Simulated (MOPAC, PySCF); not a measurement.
H₂Cl₂Sn, SMILES `[Cl][SnH2][Cl]`, neutral singlet in the gas phase. 

Cartesian coordinates (Å):
```xyz
5

Cl     1.8919     1.1563    -0.0372
Sn    -0.0032    -0.2117     0.0093
Cl    -1.8564     1.2111    -0.0672
H     -0.0054    -1.1424    -1.4125
H     -0.0269    -1.0133     1.5075
```
Charge 0, spin multiplicity 1.

All levels are single points at this geometry (B3LYP-D3(BJ)/def2-TZVP); Pople sets use spherical d functions. Orbital energies aren't observables, and empty levels follow the basis.

```
level                                     HOMO (eV)  LUMO (eV)  gap (eV)  dipole (D)  vertical IE, Delta-SCF (eV)
----------------------------------------  ---------  ---------  --------  ----------  ---------------------------
PBE-D3(BJ)/def2-TZVP in PySCF                 -7.58      -2.45      5.12        2.56                            –
TPSSh-D3(BJ)/def2-TZVP in PySCF               -8.27      -1.97      6.30        2.63                            –
B3LYP/6-311+G** (LANL2DZ on Sn) in PySCF      -8.85      -1.86      7.00        3.28                            –
B3LYP/6-31G* (LANL2DZ on Sn) in PySCF         -8.78      -1.75      7.03        3.19                        11.26
B3LYP/LANL2DZ in PySCF                        -8.83      -1.86      6.97        3.66                            –
M06-2X/6-31G* (LANL2DZ on Sn) in PySCF       -10.36      -0.80      9.55        3.35                            –
PBE/6-31G* (LANL2DZ on Sn) in PySCF           -7.67      -2.43      5.25        3.04                        10.61
SVWN5/6-31G* (LANL2DZ on Sn) in PySCF         -7.74      -2.51      5.23        3.10                            –
HF/6-31G* (LANL2DZ on Sn) in PySCF           -12.34       1.68     14.01        3.69                        11.73
AM1 in MOPAC                                 -10.78      -1.81      8.97        4.25                            –
PM3 in MOPAC                                 -11.12      -2.34      8.79        3.00                            –
PM6 in MOPAC                                 -11.01      -0.93     10.08        4.32                            –
PM7 in MOPAC                                 -11.07      -0.15     10.92        4.90                            –
```
